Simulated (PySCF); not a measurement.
Correlation energy of Pt (platinum, neutral)

[Xe] 4f14 5d9 6s1, high-spin 3D determinant. Calculation: PySCF 2.14, in aug-cc-pVTZ-PP with ECP60MDF; scalar relativity through the core potential. Frozen: 5s2 5p6; 10 electrons correlated.

| level | correlation energy (mhartree) |
| --- | --- |
| CCSD | -305.42 |
| (T) | -15.41 |
| CCSD(T) | -320.83 |

Diagnostics: T1 = 0.014, D1 = 0.0521, largest double amplitude 0.020.

Spin-orbit coupling, absent here, splits the open shell strongly.

Cost of the coupled-cluster step: about 40 core-seconds, for 10 correlated electrons.
